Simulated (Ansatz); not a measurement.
System: RbCl (charge 0, singlet). 
Structure (B3LYP-D3(BJ)/def2-TZVP (Ansatz, a program for electronic structure) minimum search):
SMILES: [Cl][Rb]
```xyz
2

Rb     0.0000     0.0000    -0.9024
Cl     0.0000     0.0000     1.9640
```

Basis-set convergence of Hartree-Fock and CCSD(T) correlation energies (hartree) with Ansatz. Valence correlation only, unless marked. Spin-orbit coupling is left out. The frozen core is the preceding noble-gas configuration, with the filled d and f shells of earlier blocks. The outer core of K, Ca and their heavier congeners is not correlated, a term that matters for these elements. In def2 rows, elements after Kr have scalar-relativistic effective core potentials.

| basis | functions | E(HF) | E(corr, CCSD(T)) |
|---|---|---|---|
| def2-SVPD | 54 | -483.25046 | -0.17099 |
| def2-TZVPPD | 91 | -483.39661 | -0.22724 |
| def2-QZVPPD | 142 | -483.40945 | -0.24887 |

Extrapolating the two largest sets (X = 3 and 4) as X^-3: E(corr) = (64·(-0.24887) - 27·(-0.22724))/37 = -0.2647 Eh, an estimate of the basis-set limit. The largest set recovers 94.0 % of it, the smallest 64.6 %.
